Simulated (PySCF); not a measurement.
Compound: C4H12Si2.
Numbering: `[CH2:1]=[CH:2][SiH2:3][CH2:4][CH2:5][SiH3:6]` (hydrogens: H7, H8 on C1; H9 on C2; H10, H11 on Si3; H12, H13 on C4; H14, H15 on C5; H16, H17, H18 on Si6)

The same species was optimised twice, with GFN2-xTB and with PBE0-D3(BJ)/def2-SVP (PySCF), and the same property calculations (PySCF, gas phase) were run on both structures.

```tsv
coordinate	GFN2-xTB	PBE0-D3(BJ)/def2-SVP	change
Si3–C4 (Å)	1.906	1.890	-0.016
C1=C2 (Å)	1.323	1.338	+0.015
C5–Si6 (Å)	1.901	1.888	-0.013
C2–Si3 (Å)	1.882	1.871	-0.011
C4–C5 (Å)	1.529	1.534	+0.005
C2–Si3–C4 (°)	108.6	111.9	+3.3
C1–C2–Si3 (°)	125.0	123.6	-1.4
Si3–C4–C5 (°)	112.6	113.4	+0.8
C4–C5–Si6 (°)	112.7	113.2	+0.5
C1–C2–Si3–C4 (°)	-114	-114	0
C2–Si3–C4–C5 (°)	180	180	0
Si3–C4–C5–Si6 (°)	-179	-179	0
```

Rotational constants: A = 7381, B = 702.1, C = 672.1 MHz (GFN2-xTB) against A = 7745, B = 692.2, C = 667.3 MHz (PBE0-D3(BJ)/def2-SVP). Point groups within 0.08 Å: C1 and C1.

On the GFN2-xTB structure: lowest singlet, TDDFT (eV) 6.16 [B3LYP/def2-SVPD]; isotropic polarisability (au) 106.8 [B3LYP/def2-SVPD]; HOMO (eV) -7.35 [B3LYP/def2-SVPD]; LUMO (eV) -0.55 [B3LYP/def2-SVPD]; dipole (D) 0.50 [B3LYP/def2-SVPD].

Q: What do these properties become on the PBE0-D3(BJ)/def2-SVP structure?

A: 
```
                                    property            level  on GFN2-xTB  on PBE0-D3(BJ)/def2-SVP  change
                  lowest singlet, TDDFT (eV)  B3LYP/def2-SVPD         6.16                     6.12   -0.04
               isotropic polarisability (au)  B3LYP/def2-SVPD        106.8                    109.0    +2.2
                                   HOMO (eV)  B3LYP/def2-SVPD        -7.35                    -7.42   -0.07
                                   LUMO (eV)  B3LYP/def2-SVPD        -0.55                    -0.72   -0.17
                                  dipole (D)  B3LYP/def2-SVPD         0.50                     0.72   +0.22
energy, GFN2-xTB geometry as zero (kcal/mol)  B3LYP/def2-SVPD          0.0                     -2.1    -2.1
```

The heavy atoms differ by 0.039 Å rms after alignment. Among bonds between heavy atoms C1=C2 and Si3–C4 change most and about equally (-0.016 to +0.015 Å). Changes are differences of the printed values. Neither structure is proved a minimum here.

Shape of the structure used: `[CH2:1]=[CH:2][SiH2:3][CH2:4][CH2:5][SiH3:6]`: C1–C2–Si3–C4 -114°, C2–Si3–C4–C5 180°, Si3–C4–C5–Si6 -179°.
